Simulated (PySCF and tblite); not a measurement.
The numbers below are computed, except where a source is named.
C₆H₁₂Si, numbered as in [SiH3:1][C@@H:2]1[CH:3]=[CH:4][CH2:5][CH2:6][CH2:7]1. Level: PBE0-D3(BJ)/pcSseg-1//GFN2-xTB, thermal terms from GFN2-xTB, symmetry numbers and mirror pairs counted. Conformers within 2.5 kcal/mol (GFN2-xTB free energy) were kept, 10 at most. GIAO shieldings: PBE0/pcSseg-1. Shifts are against TMS (¹H), TMS (¹³C), TMS (²⁹Si) at the same level; of two unlike H on one atom, a is the less shielded. (PySCF 2.14, tblite 0.8.)

The 6-ring runs over atoms 2–3–4–5–6–7.

```
conformer                                                         shape  point group  mirror pair  ΔE(DFT)  Δ(G−E) at 800 K  δ H7b (ppm)
        1   6-ring half-chair (ring torsions -1, 15, -45, 63, -48, 18°)           C1           no     0.00             0.00         1.91
        2  6-ring half-chair (ring torsions -2, -18, 50, -64, 43, -10°)           C1           no     0.29            -0.35         1.31
```

Energies in kcal/mol; the thermal term leaves out symmetry numbers and mirror images.

(1) Work out the weights at 800 K and the ¹H shift of H7b under fast exchange.

## Answers

(1) RT = 1.590 kcal/mol. Each conformer gets RT ln(σ/g), with σ the rotational symmetry number and g = 2 for a mirror pair: 1: σ = 1, g = 1, G = 0.00 + 0.00 + 0.00 = 0.00, 0.06 above the lowest, exp(−ΔG/RT) = 0.962; 2: σ = 1, g = 1, G = 0.29 − 0.35 + 0.00 = -0.06, 0.00 above the lowest, exp(−ΔG/RT) = 1.000. The sum is 1.962, so the weights are 49.0, 51.0 %. The averaged shift is 1.60 ppm. At 298.15 K it is 1.64 ppm. At 298.15 K the leading conformer alone gives 1.91 ppm and bare DFT energies give 1.68 ppm.
